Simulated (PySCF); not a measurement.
## `CC(C)OC(=C=O)CF`, C6H9FO2

Geometry (Å), atoms numbered from 1 in this order:
```xyz
18

C    -2.040    0.134    1.107
C    -0.839   -0.196    0.230
C    -1.190   -0.136   -1.254
O     0.165    0.772    0.570
C     1.418    0.552    0.026
C     1.829    1.250   -1.002
O     2.248    1.916   -1.858
C     2.274   -0.558    0.580
F     2.100   -1.735   -0.125
H    -1.757    0.102    2.155
H    -2.396    1.134    0.876
H    -2.838   -0.581    0.930
H    -0.467   -1.203    0.474
H    -2.005   -0.821   -1.468
H    -0.333   -0.418   -1.862
H    -1.494    0.874   -1.521
H     3.339   -0.319    0.518
H     1.978   -0.763    1.613
```

Computed, not measured: GIAO B3LYP/pcSseg-1 magnetisability, rotational g tensor and spin-rotation constants, non-relativistic, gas phase (PySCF). Geometry: GFN2-xTB.

(1) What are the magnetisability and the molar susceptibility?

(2) Split it along the inertial axes a, b, c into diamagnetic and paramagnetic parts about the centre of mass, with the quadrupole moment.

(3) And the rotational g tensor?

Answers

(1) Isotropic -1263 × 10⁻³⁰ J/T², or -76.1 × 10⁻⁶ cm³/mol; principal values -1347, -1284, -1158 × 10⁻³⁰ J/T², anisotropy 167 × 10⁻³⁰ J/T² (root of half the summed squared differences of the principal values). The susceptibility is in cgs units.

(2) 
| axis | χ (10⁻⁶ cm³/mol) | diamagnetic (10⁻⁶ cm³/mol) | paramagnetic (10⁻⁶ cm³/mol) | summed x² of all electrons (Å²) | quadrupole Θ (D Å) |
| --- | --- | --- | --- | --- | --- |
| a | -76.0 | -690.4 | 614.4 | 217.4 | +4.68 |
| b | -72.8 | -1147.4 | 1074.6 | 109.7 | -3.67 |
| c | -79.3 | -1387.6 | 1308.3 | 53.1 | -1.01 |

Anisotropies 2χaa − χbb − χcc = +0.1 and 2χbb − χaa − χcc = +9.7 × 10⁻⁶ cm³/mol. Θ is traceless in Buckingham's convention.

(3) 
| axis | rotational constant (GHz) | g | nuclear part | electronic part |
| --- | --- | --- | --- | --- |
| a | 1.9716 | -0.0215 | 0.5475 | -0.5690 |
| b | 1.1591 | -0.0117 | 0.5735 | -0.5852 |
| c | 0.9133 | -0.0071 | 0.5543 | -0.5614 |

Asymmetric top; isotopes 12C, 19F, 1H, 16O; no vibrational averaging.
